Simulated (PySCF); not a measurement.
Computed shifts of a molecule ClFH5NSi2, PySCF with PBE/pcSseg-1, GIAO, gas phase, atoms alike by connectivity averaged where their shifts nearly agree, in ppm (number of nuclei): ¹⁵N: 1.2 (1). ²⁹Si: 23.5 (1), -51.7 (1). ¹⁹F: -201.7 (1). ¹H: 6.36 (1), 5.28 (1), 5.09 (1), 0.02 (1), -0.10 (1). References: ¹⁵N against NH3 (σ = 267.0 ppm); ²⁹Si against TMS (σ = 335.4 ppm); ¹⁹F against CFCl3 (σ = 133.6 ppm); ³⁵Cl against HCl (σ = 936.5 ppm); ¹H against TMS (σ = 31.49 ppm), references at their B3LYP-D3(BJ)/def2-TZVP geometries, non-relativistic (without spin–orbit terms, shifts of atoms bonded to Cl or Br come out too high). Geometry: PBE0-D3(BJ)/def2-SVP. One conformer was computed; it need not be the lowest.

Pick the molecule that these values belong to.
A) N[SiH2][Si@H](F)Cl
B) F[SiH2]N[SiH2]Cl
C) N[Si@@H](Cl)[SiH2]F
D) N[Si@@](F)([SiH3])Cl

A, N[SiH2][Si@H](F)Cl
